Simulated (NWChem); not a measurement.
System meant: BF₂, doublet; SMILES F[B]F

Here is an NWChem input.

```
start job
memory heap 200 mb stack 900 mb global 1100 mb
geometry units angstroms noautoz
  F      1.136628     0.000000    -0.131689
  B      0.000000     0.000000     0.512857
  F     -1.136628     0.000000    -0.131689
end
basis spherical
  F library def2-svp
  B library def2-svp
end
dft
  odft
  mult 2
  xc pbe0
  iterations 4
  mulliken
end
task dft energy
```

End of the output:

```
     --------------------------
     Expectation value of S2:
     --------------------------
      <S2> =      0.7516 (Exact =     0.7500)

 center of mass
 --------------
 x =   0.00000000 y =   0.00000000 z =   0.00884337

 moments of inertia (a.u.)
 ------------------
          12.663752083029           0.000000000000           0.000000000000
           0.000000000000         187.963541825032           0.000000000000
           0.000000000000           0.000000000000         175.299789742003

     Multipole analysis of the density
     ---------------------------------

     L   x y z        total         alpha         beta         nuclear
     -   - - -        -----         -----         ----         -------
     0   0 0 0     -0.000000    -12.000000    -11.000000     23.000000

     1   1 0 0      0.000000     -0.000000      0.000000      0.000000
     1   0 1 0     -0.000000     -0.000000     -0.000000      0.000000
     1   0 0 1      0.094461     -0.917091      1.011552      0.000000

     2   2 0 0    -12.683713    -48.605309    -47.122139     83.043736
     2   1 1 0      0.000000     -0.000000      0.000000      0.000000
     2   1 0 1      0.000000     -0.000000      0.000000      0.000000
     2   0 2 0    -10.387941     -5.955554     -4.432388      0.000000
     2   0 1 1     -0.000000     -0.000000      0.000000      0.000000
     2   0 0 2    -11.637915    -11.335742     -6.107414      5.805240

 ------------------------------------------------------------------------
 dft energy failed                                                                                  0
 ------------------------------------------------------------------------
 ------------------------------------------------------------------------
  current input line :
    19: task dft energy
 ------------------------------------------------------------------------
 ------------------------------------------------------------------------
 This type of error is most commonly associated with calculations not reaching convergence criteria
 ------------------------------------------------------------------------
 For more information see the NWChem manual at https://nwchemgit.github.io

0:dft energy failed:Received an Error in Communication
```

**Question.** Can this run be used? If not, why, and what is the fix?

**Answer.** Convergence was not reached. Cause: the SCF was allowed too few iterations. This input runs:
```
start job
memory heap 200 mb stack 900 mb global 1100 mb
geometry units angstroms noautoz
  F      1.136628     0.000000    -0.131689
  B      0.000000     0.000000     0.512857
  F     -1.136628     0.000000    -0.131689
end
basis spherical
  * library def2-svp
end
dft
  odft
  mult 2
  xc pbe0
  iterations 150
  mulliken
end
task dft energy
```
It converges to -224.17044 Ha (PBE0/def2-SVP, spin-unrestricted).
